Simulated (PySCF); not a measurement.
A structure optimised at PBE-D3(BJ)/def2-SVP, used in a PySCF frequency run:

```xyz
8

C      1.5229    -1.2612     0.0000
Si    -0.0711    -0.3247     0.0000
F     -0.9687    -0.7007     1.3012
F     -0.9687    -0.7007    -1.3012
Cl     0.2193     1.7114     0.0000
H      2.1193    -1.0078     0.8985
H      2.1193    -1.0078    -0.8985
H      1.3289    -2.3524     0.0000
```
Charge 0, spin multiplicity 1.

**Question.** Write its SMILES, formula and point group.

**Answer.** C[Si](F)(F)Cl, CH3ClF2Si, Cs

**Question.** What are its rotational constants (standard atomic weights)?

**Answer.** 3.5958, 2.3069, 2.2196 GHz
